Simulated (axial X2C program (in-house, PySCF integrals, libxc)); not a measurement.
Potential curves of BI, with spin–orbit coupling

Calculated with an axial X2C code built on PySCF integrals. Two-component (2c) means X2C with spin–orbit coupling and atomic mean-field two-electron Coulomb and Gaunt terms. Basis: I dyall-cv3z [11s12p8d4f1g], B dyall-v3z [7s6p2d1f] (cores contracted in-house); Gaussian nuclei, density fitting, unrestricted open shells. Masses: I 126.904 u, B 11.009 u.

State: Ω = 0 (closed shell). Energies in cm⁻¹ from the fragments at the same level (I + B). Fits are polynomials in 1 − R0/R over 0.85 to 1.23 times the lowest point R0.

```tsv
R (Å)	CCSD
1.9483	-22713
2.0125	-24180
2.0768	-24943
2.1410	-25165
2.2159	-24908
2.2909	-24241
2.3872	-22966
```

Correlated methods: 10 electrons correlated (number of frozen shells: I 4 s, 3 p, 2 d; B 1 s), 224 virtual spin orbitals or spinors in MP2, 90 natural virtuals in coupled cluster.

Occupations by symmetry block were frozen at the best pattern of an incomplete PBE0 search. The closed shell is kept restricted, so the energy runs too high when the bond is stretched far. De is counted from the lowest determinant-based energies of the atoms at the same level, without counterpoise correction. CCSD ran in a truncated set of natural virtual spinors with an MP2 remainder; without triples it tends to underbind. Coupled cluster ran on the points near the minimum only. MP2 and coupled cluster on one determinant become unreliable at the stretched end.

Q: What are Re, ωe and De at the CCSD level?

A: At CCSD, 2c: Re = 2.140 Å, ωe ≈ 577 cm⁻¹, De = 3.12 eV to I + B; Be follows as 0.363 cm⁻¹.
